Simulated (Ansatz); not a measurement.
C2H7GaSi can be A, `[SiH3][Ga]1[CH2][CH2]1`, or B, `[SiH3]/C=[CH]\[GaH2]`.

Computed with Ansatz on PBE0-D4/def2-TZVP structures; ΔE is electronic, products minus reactants. CBS: MP2 limit from def2 TZ/QZ plus the TZ coupled-cluster correction, frozen cores. Functionals use def2-TZVPP. B3LYP here is the variant with VWN-RPA as its local correlation; programs differ in this. For Ga outer-core shells are correlated without core-valence functions, which leaves a few kJ/mol of doubt a bond. Scalar relativity is left out up to krypton.

Question: Which isomer does CCSD(T)/CBS put lower? Give the gap. (Best estimate.)

Answer: Ansatz gave: B, by 3.5 kJ/mol.

Question: Give E(B) − E(A) in kJ/mol with ωB97M-V, B2PLYP, CCSD(T)/def2-TZVPP, PBE0-D4, B3LYP, MP2/def2-TZVPP, HF/def2-TZVPP. (Estimate.)

Answer: Ansatz gave: ωB97M-V -8.7, B2PLYP 0.1, CCSD(T)/def2-TZVPP -13.9, PBE0-D4 12.2, B3LYP 12.9, MP2/def2-TZVPP -15.2, HF/def2-TZVPP -51.1. The order is the other way round with PBE0-D4, B3LYP.

Largest T1 diagnostic: 0.016.

In def2-TZVPP, CCSD(T) changes the Hartree–Fock value by +37.2 kJ/mol (the triples alone add +8.1 kJ/mol) and MP2 by +35.9 kJ/mol. From PBE to PBE0 (25 % exact exchange), in def2-TZVPP and without D4, E(B) − E(A) moves by −18.7 kJ/mol.
